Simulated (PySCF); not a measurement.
# ECD: C$_{3}$H$_{8}$AsBO

Geometry:
```tsv
atom	x (Å)	y (Å)	z (Å)
O1	-0.712	-0.263	1.917
C2	-1.304	0.156	0.959
C3	-0.694	0.365	-0.389
B4	-1.107	-0.929	-1.203
As5	1.754	-0.749	0.798
C6	0.809	0.621	-0.301
H7	-2.384	0.387	1.020
H8	-1.213	1.219	-0.844
H9	-2.238	-1.197	-1.323
H10	-0.278	-1.601	-1.676
H11	2.025	0.135	1.974
H12	3.116	-0.355	0.245
H13	0.994	1.617	0.112
H14	1.232	0.595	-1.309
```

Method: PySCF 2.14.0, TDDFT CAM-B3LYP/def2-SVPD circular dichroism and optical rotation, one conformer, gas phase. Geometry: GFN2-xTB.

The bonding changed while the geometry was optimised; results refer to the coordinates, not to the name. The molecule is flexible and this is one conformer; a measurement averages over conformers. The calculation is non-relativistic, which matters for the atoms heavier than Zn.

(1) Assign R or S to each stereocentre.

(2) Which excitations and rotatory strengths does the calculation give?

Results:

(1) C3 S.

(2) Rotatory strengths R in 10⁻⁴⁰ esu² cm², velocity form and length form (origin at the centre of mass); f in length form.
```csv
state,E (eV),λ (nm),f,R (velocity),R (length),main
1,4.08,304,0.007,+57.7,+58.3,"HOMO−1→LUMO 0.35, HOMO→LUMO 0.31"
2,4.62,268,0.016,-69.1,-68.4,"HOMO→LUMO 0.64, HOMO−1→LUMO 0.26"
3,5.39,230,0.011,+20.9,+20.1,"HOMO−1→LUMO+1 0.34, HOMO−1→LUMO 0.28"
4,5.83,213,0.0003,-10.8,-10.2,"HOMO−4→LUMO 0.48, HOMO−5→LUMO 0.27"
5,6.02,206,0.011,-2.4,-1.9,"HOMO→LUMO+1 0.61, HOMO−5→LUMO 0.15"
6,6.34,196,0.016,+62.7,+61.1,"HOMO−5→LUMO 0.28, HOMO−4→LUMO 0.27"
7,6.46,192,0.007,-12.0,-11.2,"HOMO−2→LUMO 0.53, HOMO−5→LUMO 0.16"
8,6.51,190,0.021,-3.6,-3.5,"HOMO→LUMO+2 0.42, HOMO−2→LUMO 0.20"
```

Among the states computed, the strongest CD band (largest |R|) is state 2. The largest dissymmetry factor in size, g = 4R/(D+G), with D and G the electric and magnetic dipole strengths, is -0.28 for state 4 (velocity form, f = 0.0003), among bands with |R| over 0.5. The mirror image has the same energies and oscillator strengths and all R with the opposite sign.
